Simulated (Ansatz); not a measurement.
Ansatz (a quantum-chemistry and plane-wave program) input (CCSD(T)/def2-SVPD):

Ansatz 0.2 input:
```yaml
crystal:
  periodic: [false, false, false]
  atoms:
    - {symbol: Cu, position_ang: [-0.32601261, -0.14402152, -0.24774018]}
    - {symbol: O, position_ang: [1.05650955, 0.35830251, 0.78178674]}
    - {symbol: H, position_ang: [1.00228917, 1.31020413, 0.93017126]}
basis:
  gaussian:
    orbitals: def2-SVPD
magnetization: {spin_polarized: false}
correlation: {method: ccsd_t, electrons: outside_noble_gas}
output: {forces: true}
```

End of the output:

```
cycle  13  -13.38744076 eV  change   -1.3e-4 eV  update   6.1e-5
cycle  14  -13.38742860 eV  change    1.2e-5 eV  update   3.2e-5
cycle  15  -13.38741943 eV  change    9.2e-6 eV  update   2.1e-5
cycle  16  -13.38744215 eV  change   -2.3e-5 eV  update   1.4e-5
cycle  17  -13.38744296 eV  change   -8.0e-7 eV  update   9.2e-6
cycle  18  -13.38744082 eV  change    2.1e-6 eV  update   4.9e-6
cycle  19  -13.38744043 eV  change    3.9e-7 eV  update   2.7e-6
coupled cluster: 0.13 GiB planned
perturbative correction -0.52767448 eV, -0.0193916794 hartree
the calculation of the forces begins
Total energy: -46656.28630621 eV, -1714.5868969865 hartree
Atom 0 at    -0.326013    -0.144022    -0.247740 Å, force    -0.396868    -0.235632    -0.313301 eV/Å
Atom 1 at     1.056510     0.358303     0.781787 Å, force     0.273253     0.074372     0.198645 eV/Å
Atom 2 at     1.002289     1.310204     0.930171 Å, force     0.123615     0.161261     0.114656 eV/Å
Dipole moment:    -0.854474    -0.112693    -0.597881 e Å
```
